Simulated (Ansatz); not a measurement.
Reaction (formal exchange of groups at the Si–C bond): `O[SiH](O)/C=C\[SiH2]Cl` + `C[SiH2]O` → `O[SiH2]C[SiH](O)O` + `C=C[SiH2]Cl`

Program: Ansatz. Geometries: PBE0-D4/def2-TZVP. ΔE: electronic, gas phase. CBS: MP2 limit from def2 TZ/QZ plus the TZ coupled-cluster correction, frozen cores. This one scheme is used for every species. Functionals use def2-TZVPP. B3LYP here is the variant with VWN-RPA as its local correlation; programs differ in this. One conformer a species, not always the lowest.

(1) Is it downhill or uphill in electronic energy at CCSD(T)/CBS, and by how much? (Estimate.)

(2) What do these levels give: B3LYP-D4, PBE, CCSD/def2-TZVPP, CCSD(T)/def2-TZVPP, HF/def2-QZVPP, MP2/def2-QZVPP? (Best estimate.)

Largest T1 diagnostic among the species: 0.011.

Results:

(1) Computed: Downhill: ΔE = -4.4 kcal/mol.

(2) Computed: B3LYP-D4 -3.8, PBE -4.1, CCSD/def2-TZVPP -4.5, CCSD(T)/def2-TZVPP -4.4, HF/def2-QZVPP -4.6, MP2/def2-QZVPP -4.5 kcal/mol.
